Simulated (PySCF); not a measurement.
PySCF job for B(H)(Br)(NH2) (BBrH3N), SMILES NBBr, B3LYP-D3(BJ)/def2-TZVP. Coordinates come from a B3LYP-D3(BJ)/def2-TZVP optimisation. Other conformers were not sampled.

```python
import numpy as np
from pyscf import gto, scf, dft, df
from pyscf.hessian import thermo

mol = gto.M(
    atom='''
    B    -0.61414367    1.07083453    0.00000000
    H    -1.78610000    1.24339718    0.00000000
    Br    0.04582516   -0.75782485    0.00000000
    N     0.28371397    2.12104878    0.00000000
    H     1.28329251    1.99683714    0.00000000
    H    -0.01635264    3.08212122    0.00000000
    ''',
    basis='def2-TZVP',
    charge=0,
    spin=0,
    max_memory=1600,
    verbose=3,
)
mf = dft.RKS(mol, xc='b3lyp').density_fit(auxbasis='def2-universal-jkfit')
mf.disp = 'd3bj'
mf.grids.level = 3
mf.conv_tol = 1e-11
mf.max_cycle = 100
mf.kernel()

# [left out here: the lines that compute and print the analytic Hessian (its translational invariance restored by hand, since the grid's response is missing), thermochemistry and intensities]
```

Output:

```
converged SCF energy = -2655.71846823013

WARN: DFTD3 does not support analytical Hessian, using finite difference


WARN: Mole.unit (angstrom) is changed to Bohr

Mode                                 0                   1                   2
Irrep
Freq [cm^-1]                      305.8513            549.3668            586.0090
Reduced mass [au]                   3.6291              1.1299              3.3673
Force const [Dyne/A]                0.2000              0.2009              0.6813
Char temp [K]                     440.0519            790.4166            843.1365
Normal mode                   x     y     z       x     y     z       x     y     z
       0   B                 0.12  0.05  0.00   -0.00  0.00 -0.08    0.15 -0.18  0.00
       1   H                 0.11 -0.00  0.00   -0.00  0.00  0.16    0.14 -0.20  0.00
       2  Br                -0.01 -0.04 -0.00    0.00 -0.00  0.01   -0.02  0.04  0.00
       3   N                -0.02  0.18 -0.00    0.00  0.00 -0.06   -0.01 -0.06 -0.00
       4   H                 0.00  0.39  0.00   -0.00 -0.00 -0.01    0.03  0.24  0.00
       5   H                -0.22  0.11  0.00    0.00  0.00  0.92   -0.31 -0.16  0.00
Mode                                 3                   4                   5
Irrep
Freq [cm^-1]                      606.5191            881.8024            914.6916
Reduced mass [au]                   1.3969              1.2438              1.1634
Force const [Dyne/A]                0.3028              0.5698              0.5735
Char temp [K]                     872.6460           1268.7173           1316.0375
Normal mode                   x     y     z       x     y     z       x     y     z
       0   B                 0.00 -0.00 -0.11   -0.00  0.00 -0.14    0.06 -0.04 -0.00
       1   H                 0.00 -0.00  0.06    0.00  0.00  0.79   -0.02 -0.67  0.00
       2  Br                -0.00  0.00  0.01    0.00 -0.00  0.00   -0.01  0.00  0.00
       3   N                -0.00 -0.00  0.11    0.00 -0.00  0.03   -0.03  0.07  0.00
       4   H                -0.00  0.00 -0.83    0.00  0.00  0.31   -0.08 -0.40  0.00
       5   H                -0.00 -0.00 -0.03   -0.00 -0.00 -0.24    0.43  0.21 -0.00
Mode                                 6                   7                   8
Irrep
Freq [cm^-1]                     1133.5815           1341.1726           1632.9342
Reduced mass [au]                   1.4069              3.5692              1.2474
Force const [Dyne/A]                1.0652              3.7826              1.9598
Char temp [K]                    1630.9715           1929.6487           2349.4288
Normal mode                   x     y     z       x     y     z       x     y     z
       0   B                 0.10 -0.06  0.00   -0.12 -0.20 -0.00   -0.03 -0.05 -0.00
       1   H                 0.21  0.65 -0.00   -0.10  0.20 -0.00   -0.04  0.03  0.00
       2  Br                 0.00  0.00 -0.00    0.00  0.00  0.00    0.00  0.00  0.00
       3   N                -0.10  0.01 -0.00    0.07  0.10  0.00    0.07  0.09 -0.00
       4   H                -0.15 -0.37  0.00    0.10  0.23 -0.00   -0.02 -0.63  0.00
       5   H                 0.24  0.11 -0.00    0.27  0.17 -0.00   -0.61 -0.14  0.00
Mode                                 9                  10                  11
Irrep
Freq [cm^-1]                     2683.0873           3576.0709           3670.1747
Reduced mass [au]                   1.1014              1.0490              1.0989
Force const [Dyne/A]                4.6717              7.9040              8.7210
Char temp [K]                    3860.3653           5145.1699           5280.5643
Normal mode                   x     y     z       x     y     z       x     y     z
       0   B                -0.09  0.01 -0.00    0.00  0.00  0.00   -0.00  0.00 -0.00
       1   H                 0.94 -0.13  0.00    0.00 -0.00 -0.00    0.00 -0.00 -0.00
       2  Br                 0.00 -0.00  0.00   -0.00  0.00 -0.00    0.00 -0.00  0.00
       3   N                 0.00  0.00  0.00   -0.04 -0.04  0.00   -0.06  0.05 -0.00
       4   H                -0.00  0.00  0.00    0.70 -0.10 -0.00    0.65 -0.07 -0.00
       5   H                -0.01  0.00 -0.00   -0.21  0.63 -0.00    0.20 -0.66  0.00
temperature 298.1500 [K]
pressure 101325.00 [Pa]
Rotational constants [GHz] 49.36985 3.74578 3.48163
Symmetry number 1
Zero-point energy (ZPE) 0.04074 [Eh]   106953.695 [J/mol]
                           tot       elec      trans        rot        vib
Entropy [J/mol/K]       279.812      0.000    167.110     99.275     13.426
Cv [J/mol/K]             51.378      0.000     12.472     12.472     26.435
Cp [J/mol/K]             59.693      0.000     20.786     12.472     26.435
Internal energy [J/mol]                      3718.434   3718.434 109763.594
Internal energy [Eh]   -2655.67383  -2655.71847
Enthalpy [J/mol]                             6197.391   3718.434 109763.594
Enthalpy [Eh]          -2655.67288
Gibbs free energy [J/mol]                  -43626.584 -25880.531 105760.527
Gibbs free energy [Eh] -2655.70466
mode   freq/cm-1   IR/(km/mol)
   1      305.85         2.233
   2      549.37        73.885
   3      586.01        30.944
   4      606.52       106.186
   5      881.80         5.647
   6      914.69         2.837
   7     1133.58        87.330
   8     1341.17       201.608
   9     1632.93       141.945
  10     2683.09        95.558
  11     3576.07        42.179
  12     3670.17        38.211
max |gradient| / (hartree/bohr): 5.5852684147918554e-05
APT charges: [ 0.8615 -0.17   -0.4058 -0.7065  0.2094  0.2114]
```

The calculation finished and met its thresholds.
